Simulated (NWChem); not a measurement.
CH₃AlClFS; SMILES C[S][Al]([F])[Cl]

```xyz
8

Al    -0.2769     0.3976    -0.0002
Cl     0.4903     2.3332     0.0014
F     -1.9239     0.1775    -0.0007
S      0.9909    -1.3397    -0.0007
C     -0.2661    -2.6773    -0.0031
H     -1.2900    -2.2825     0.0002
H     -0.1131    -3.2973     0.8899
H     -0.1166    -3.2912    -0.9010
```
Atoms are numbered in this order, from 1.

Computed with NWChem. Pople sets run with spherical d functions. Geometry: optimised at PBE0/def2-SVP. B3LYP is NWChem's, with the RPA form of VWN correlation. Static field.

Q: Order these by “isotropic polarisability (bohr³)”, lowest first: LDA (Slater exchange, VWN5)/6-31+G*; CAM-B3LYP/6-31+G*; B3LYP/6-31+G*.

A: CAM-B3LYP/6-31+G* (62.1), B3LYP/6-31+G* (63.9), LDA (Slater exchange, VWN5)/6-31+G* (67.2)
